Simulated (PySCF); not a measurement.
**Dipole moment and polarisability of `C#CC[P@@](C)(=O)C=C`**

Compound: C₆H₉OP.
Geometry (GFN2-xTB, Å), atoms numbered from 1 in this order:
```xyz
17
C6H9OP angstrom
C      2.4321    1.5290    0.7570
C      1.8583    0.4890    0.9071
C      1.1400   -0.7476    1.0583
P     -0.3668   -0.8312   -0.0142
C      0.2596   -0.5211   -1.7087
O     -1.1007   -2.0932    0.1352
C     -1.3096    0.6544    0.4241
C     -2.5636    0.5207    0.8176
H      2.9491    2.4341    0.6397
H      1.7670   -1.6032    0.7863
H      0.8016   -0.8819    2.0908
H      0.8260    0.4039   -1.7604
H      0.8899   -1.3619   -1.9945
H     -0.5947   -0.4790   -2.3817
H     -0.8063    1.6077    0.3604
H     -3.1845    1.3554    1.1015
H     -3.0044   -0.4632    0.8641
```

Level: PBE0/def2-SVPD (PySCF), static field, nuclei fixed, core orbitals frozen in the response. The polarisability tensor in these axes (au):

```
x   109.28   9.32  -4.78
y     9.32  94.45   2.50
z    -4.78   2.50  80.95
```

Problem. Give the principal values, the mean and the anisotropy Δα = √{½[(α1 − α2)² + (α2 − α3)² + (α1 − α3)²]}.

Solution. Principal values 78.95, 91.63 and 114.10 au; mean 94.90 au = 14.06 Å³ = 15.65 × 10⁻⁴⁰ C²·m²/J; Δα = 30.83 au (32 % of the mean).

Problem. What is the dipole moment, and where does it point?

Solution. (1.40, 3.21, -0.43) D, 3.53 D in size, pointing from the negative to the positive side. Measured along this direction, the outermost atoms are O6 at the negative end and H9 at the positive end.

Problem. Rayleigh depolarisation ratio (linearly polarised light, static tensor)?

Solution. ρ = 3Δα²/(45ᾱ² + 4Δα²) = 2851.0/(405230 + 3801.3) = 0.00697.

Problem. Along which axes do the principal values lie, and how far do the nuclei extend along each?

Solution. Largest value along (0.90, 0.42, -0.10), where the nuclei span 6.61 Å; middle along (-0.36, 0.86, 0.36), 4.91 Å; least along (0.24, -0.29, 0.93), 4.59 Å. The response follows the extents in order.

Problem. Molar refractivity from α?

Solution. Lorentz–Lorenz: R = (4π/3)N_A α = 2.5225 cm³/(mol·Å³) × 14.06 Å³ = 35.5 cm³/mol, in the limit of long wavelengths.

Problem. In TDDFT the mean static polarisability is Σ f/ω² over all singlet excitations (ω in hartree). How much of it do the 8 lowest give? Their energies (eV) and oscillator strengths: 5.71, 0.0181; 5.88, 0.0098; 6.52, 0.0004; 6.61, 0.0143; 6.69, 0.0378; 6.85, 0.0030; 6.95, 0.0134; 7.03, 0.0075.

Solution. They add up to 1.86 au, 2.0 % of the 94.90 au; the largest single term is 0.63 au, from the state at 6.69 eV. Terms in order: 0.41, 0.21, 0.01, 0.24, 0.63, 0.05, 0.21, 0.11 au. Higher excitations give the rest. The strengths listed sum to 0.104.

Isolated species at its GFN2-xTB geometry (one conformer only).

These values come from a run that also computed excited states. On Arm Neoverse V1, one thread, on a shared host, this took 57 s of wall time (with the writing of density and orbital grids) and 0.97 GiB of memory at its peak.
